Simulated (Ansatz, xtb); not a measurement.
Protons, H atoms and electrons added to or taken from N[SiH3]. Gas-phase values, no solvent. One relaxed conformer stands for each flexible species; it need not be the lowest. Strings in code marks are SMILES.

Quantity: proton affinity at 298 K, in eV. Enthalpy corrections at 298 K come from GFN2-xTB frequencies (xtb).

Case: proton added at N1: `[NH3+][SiH3]`. The other species in the difference include `N[SiH3]` (neutral, multiplicity 1). Geometry of `[NH3+][SiH3]` (charge +1, multiplicity 1, Å):

```xyz
8

N      0.9177    -0.0878     0.0048
Si    -0.9691     0.0927    -0.0051
H      1.2091    -1.0610    -0.1083
H      1.3564     0.4430    -0.7506
H      1.3289     0.2453     0.8793
H     -1.1459     1.5437     0.1679
H     -1.3278    -0.4381    -1.3302
H     -1.3694    -0.7378     1.1422
```

Q: Estimate the proton affinity at 298 K that frozen-core MP2/cc-pVTZ // PBE0-D4/def2-TZVP (Ansatz, a program for electronic structure) returns for this input.

A: 9.14 eV.
